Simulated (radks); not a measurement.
The numbers below are computed, except where a source is named.
H, 1 electrons, occupied as 1s1.

Level of theory: non-relativistic Kohn-Sham, AM05, spin-unpolarised, spherical densities, point nucleus; without spin polarisation the odd electron is poorly described (a radial shooting solver on a logarithmic mesh with Libxc functionals).

Energy parts (hartree):
part                    energy
total                 -0.45235
kinetic                0.43432
electron-nucleus      -0.93108
Hartree                0.28615
exchange-correlation  -0.24174

Orbitals (lengths in bohr, moments of r in powers of bohr):
| orbital | occ. | eigenvalue (hartree) | <1/r> |
|---|---|---|---|
| 1s | 1 | -0.23260 | 0.9311 |

The highest occupied level is 1s at -6.329 eV. For comparison, the ionisation energy in NIST's Atomic Spectra Database is 13.598 eV (theoretical). In exact Kohn-Sham theory the highest level is minus the ionisation energy, but local and semilocal functionals leave it too shallow, through self-interaction and a potential that decays too fast; potentials with the right tail come closer.

Run on one thread of a shared host, so times are rough (Arm Neoverse N1): 0.04 s of CPU time, 0.04 s wall, 13 iterations on 2476 mesh points.
